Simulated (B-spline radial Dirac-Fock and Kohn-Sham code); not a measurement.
Core-level shifts of terbium with charge state

Calculated with a radial B-spline solver, using Dirac-Fock ΔSCF + Breit + QED. Each ion is free and in its tabulated ground configuration. Electron correlation is not included.

Reference: Tb⁵⁺, [Kr] 4d10 4f7 5s2 5p5, with L1 8793.7 eV, M3 1694.7 eV, N4 237.9 eV, N5 231.7 eV, N6,7 79.11 eV, Kα1 (K-L3) 44478.6 eV, Kβ1 (K-M3) 50378.4 eV, Lα1 (L3-M5) 6272.0 eV. Shifts from it, in eV (a dash: the subshell is empty, belongs to an open shell averaged over j, or its hole state is left out as unreliable):

```csv
ion,configuration,L1,M3,N4,N5,"N6,7",Kα1,Kβ1,Lα1
Tb⁶⁺,[Kr] 4d10 4f8 5s2 5p3,+11.3,+9.2,+11.4,+11.5,+11.5,+1.85,+4.01,+1.78
Tb⁷⁺,[Kr] 4d10 4f7 5s2 5p3,+38.7,+37.6,+36.9,+36.9,+36.3,+1.04,+2.09,+0.82
Tb⁸⁺,[Kr] 4d10 4f7 5s2 5p2,+59.2,+57.6,+56.3,+56.3,+55.5,+1.65,+3.31,+1.31
Tb⁹⁺,[Kr] 4d10 4f6 5s2 5p2,+89.8,+89.2,+84.2,+84.1,+82.9,+0.78,+1.30,+0.33
Tb¹⁰⁺,[Kr] 4d10 4f6 5s2 5p1,+112.1,+110.8,+105.1,+104.9,+103.5,+1.49,+2.73,+0.91
Tb¹¹⁺,[Kr] 4d10 4f6 5s2,+135.1,+133.1,+126.5,+126.3,+124.6,+2.26,+4.29,+1.55
Tb¹²⁺,[Kr] 4d10 4f5 5s2,+169.7,+168.6,+157.3,+157.0,+155.2,+1.39,+2.35,+0.61
Tb¹³⁺,[Kr] 4d10 4f4 5s2,?,?,?,?,?,?,?,?
```

Q: Give the missing shifts for Tb¹³⁺.

A: L1 +206.0, M3 +205.9, N4 +189.3, N5 +188.9, N6,7 +187.2, Kα1 +0.44, Kβ1 +0.31, Lα1 -0.34 (eV).

Over this range L1 (2s) moves by +206.0 eV and Kα1 by +0.4 eV: a line is a difference of two levels that shift in the same direction.
